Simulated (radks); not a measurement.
The numbers below are computed, except where a source is named.
Q: Te2+, 50 electrons, occupied as [Kr] 4d10 5s2 5p1 5f1 (not the ground configuration). Code: a radial shooting solver on a logarithmic mesh with Libxc functionals. Model: Dirac Kohn-Sham, PBE, spin-unpolarised, spherical densities, finite nucleus; open shells are shared between the two j in proportion to 2j + 1; Fermi nuclear charge, rms radius 4.7423 fm.

Spin-orbit splittings of the eigenvalues, e(l+1/2) - e(l-1/2), with zeta = 2 splitting/(2l+1) and mean radii in bohr:

| shell | occ. | splitting (eV) | zeta (eV) | <r> j=l-1/2 | <r> j=l+1/2 |
|---|---|---|---|---|---|
| 2p | 6 | ? | ? | 0.1008 | 0.1064 |
| 3p | 6 | 51.17 | 34.11 | 0.3122 | 0.3236 |
| 3d | 10 | 10.70 | 4.280 | 0.2946 | 0.2983 |
| 4p | 6 | 9.723 | 6.482 | 0.8011 | 0.8295 |
| 4d | 10 | 1.479 | 0.5916 | 0.9588 | 0.9705 |
| 5p | 1 | 1.192 | 0.7944 | 2.202 | 2.274 |
| 5f | 1 | 0.005941 | 0.001698 | 7.895 | 7.903 |

Estimate the 2p splitting.

A: 274.5 eV (zeta = 183.0 eV).
